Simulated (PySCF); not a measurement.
Spin states of NaGe⁺

Unrestricted PBE0; PySCF, no relativity, basis sets Na pcseg-1, Ge pcseg-1. Outer shells of the fragments: Na+ closed shells only; Ge 3d10 4s2 4p2.

Followed along the bond (rough minima from three points):

| 2Ms+1 | unpaired | ⟨S²⟩ at the start | R at minimum (Å) | Te (eV) |
| --- | --- | --- | --- | --- |
| 3 | σ ↑, π ↑ | 2.00 | 3.27 | 0.00 |
| 1 | σ ↑, π ↓ | 1.01 | 3.32 | 0.29 |
| 1 | none | 0.00 | 3.16 | 0.51 |
| 3 | π ↑↑ | 2.00 | none in the scan | ≤ 0.64 |
| 1 | π ↑↓ | 1.01 | none in the scan | ≤ 0.95 |

Solutions found at the starting distance of 2.835 Å, counted from the lowest of them; the search is not exhaustive and high or unbound solutions are not listed, so other states can lie among these:

```
2Ms+1    unpaired   term  E (eV)  ⟨S²⟩  ⟨Lz²⟩  μ (D)
    3    σ ↑, π ↑     ³Π    0.00  2.00   1.00  -7.62
    1    σ ↑, π ↓  mixed    0.31  1.01   1.00  -7.56
    1        none    ¹Σ⁺    0.51  0.00   0.00  -6.76
    3        π ↑↑    ³Σ⁻    0.71  2.00   0.00  -8.22
    1        π ↑↓  mixed    1.03  1.01   2.02  -8.17
    1        none  mixed    1.97  0.00   2.00  -7.95
    3        σ ↑↑    ³Σ⁺    4.31  2.00   0.00   3.03
    3        π ↑↑  mixed    6.58  2.00   2.01   2.53
    3  σ ↑↑, π ↑↓  mixed    7.01  3.00   2.01  -8.03
    3        σ ↑↑  mixed    7.92  2.00   2.00  -7.91
```

A term symbol is given only where ⟨S²⟩ and ⟨Lz²⟩ are close to those of a pure state; real π, δ and φ orbitals otherwise mix terms. A positive dipole points towards Ge; it is taken about the centre of mass and depends on that origin.

Spin–orbit coupling is left out.
